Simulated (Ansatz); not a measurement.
Consider the formal exchange of groups at a B–C bond: `CCB(O)O` + `C[O][Zn][F]` → `OB(O)[O][Zn][F]` + `CCC`.

Gas-phase electronic energies from Ansatz, PBE0-D4/def2-TZVP geometries. CCSD(T)/CBS is the MP2 limit (def2-TZVPP, def2-QZVPP) plus CCSD(T) − MP2 in def2-TZVPP, frozen cores. DFT in def2-TZVPP. HSE06 is defined as in plane-wave codes. For Zn outer-core shells are correlated without core-valence functions, which leaves a few kJ/mol of doubt a bond. Scalar relativity is left out up to krypton. Each species was taken in one conformer, which may not be the lowest.

`CCB(O)O`:

Cartesian coordinates in Å:
```
C 0.472 -1.041 -1.018
C -0.534 -0.592 0.035
B -0.253 0.807 0.701
O 0.821 1.598 0.388
O -1.119 1.272 1.645
H 0.219 -2.017 -1.438
H 0.520 -0.339 -1.857
H 1.481 -1.130 -0.601
H -0.600 -1.336 0.837
H -1.543 -0.562 -0.393
H 1.388 1.210 -0.282
H -0.853 2.131 1.984
```

`C[O][Zn][F]`:

Cartesian coordinates in Å:
```
C 0.868 -0.029 0.611
O 0.343 0.246 -0.662
Zn -1.344 0.096 -1.126
F -2.979 -0.010 -1.711
H 0.442 0.612 1.393
H 0.724 -1.074 0.913
H 1.946 0.160 0.582
```

`OB(O)[O][Zn][F]`:

```xyz
8

O    -1.916    0.473    0.477
B    -0.598    0.228    0.210
O    -0.148   -0.816   -0.604
O     0.360    1.011    0.740
Zn    1.995    0.496    0.247
F     3.651    0.126   -0.138
H    -2.541   -0.124    0.065
H    -0.802   -1.395   -0.997
```

`CCC`:

Z-matrix (Å, degrees):
```
C
C 1 1.519
H 1 1.094 2 111.1
H 1 1.094 2 111.1 3 119.5
H 1 1.093 2 111.7 3 -120.3
C 2 1.519 1 112.7 3 -59.7
H 2 1.095 1 109.5 3 178.2
H 2 1.095 1 109.5 3 62.4
H 6 1.094 2 111.0 1 59.7
H 6 1.093 2 111.7 1 -180.0
H 6 1.094 2 111.1 1 -59.7
```

| level | ΔE (kcal/mol) |
| --- | --- |
| r2SCAN0-D4 | -46.1 |
| HSE06-D4 | -43.8 |
| PBE0 | -43.7 |
| BHLYP | -45.9 |
| CAM-B3LYP | -44.2 |
| MP2/def2-TZVPP | -46.8 |
| CCSD/def2-TZVPP | -46.4 |
| SCS-MP2/def2-QZVPP | -46.1 |

Question: What does CCSD(T)/CBS give? (Best estimate.)

Answer: Computed: -45.6 kcal/mol. The listed levels differ from it by -0.5, 1.8, 1.9, -0.3, 1.4, -1.2, -0.8, -0.5 kcal/mol.

Largest T1 diagnostic among the species: 0.017.

From BLYP to BHLYP (50 % exact exchange), in def2-TZVPP and without D4, ΔE moves by −4.8 kcal/mol. Leaving LDA and LC-ωPBE aside and taking each functional with its dispersion term where it has one, the values, not all of them listed here, spread over 4.7 kcal/mol, from PBE-QIDH to revPBE-D4. LDA lies −1.3 kcal/mol from PBE without D4.
